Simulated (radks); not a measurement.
Q: Species: Sb3.6+. Configuration: 1s1.4 2s2 2p6 3s2 3p6 3d10 4s2 4p6 4d10 5s2 (fractional occupations, a model configuration). Method: non-relativistic Kohn-Sham, PBE, spin-unpolarised, spherical densities, point nucleus; relativity is left out, which matters for an element this heavy; computed with a radial shooting solver on a logarithmic mesh with Libxc functionals. Some entries of the table are withheld. Estimate them.

orbital,occ.,eigenvalue (eV),r(max) (bohr),<r> (bohr)
1s,1.4,-29595.10,0.01970,(1)
2s,2,-4471.800,0.1085,0.1276
2p,6,-4218.518,(2),0.1084
3s,2,-912.7926,0.3095,0.3401
3p,6,-801.6967,0.2951,0.3298
3d,10,-588.2969,0.2409,0.3002
4s,2,-182.5116,0.7388,0.8069
4p,6,-143.8842,0.7595,0.8452
4d,10,-77.3706,0.8196,0.9749
5s,2,-45.4802,1.811,1.997

A: 
(1) 1s <r> (bohr): 0.02971
(2) 2p r(max) (bohr): 0.08454
